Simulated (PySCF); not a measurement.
RbH at PBE0

Level: PBE0. PySCF, spin-free X2C with a Gaussian nucleus, basis sets Rb x2c-TZVPall, H x2c-TZVPall.

```json
{
 "state": "¹Σ⁺ (singlet), closed shell",
 "bond length": "2.356 Å",
 "harmonic wavenumber": "935 cm⁻¹",
 "force constant": "0.514 mdyn/Å",
 "rotational constant Be": "3.050 cm⁻¹",
 "anharmonicity ωexe": "14.4 cm⁻¹",
 "vibration–rotation constant αe": "0.0745 cm⁻¹",
 "well depth De to Rb + H": "1.66 eV",
 "dissociation energy D0": "1.60 eV",
 "HOMO–LUMO gap": "3.07 eV",
 "bond order (Mayer)": "0.84",
 "dipole moment (positive dipole means Rb(−)H(+))": "-7.92 D"
}
```
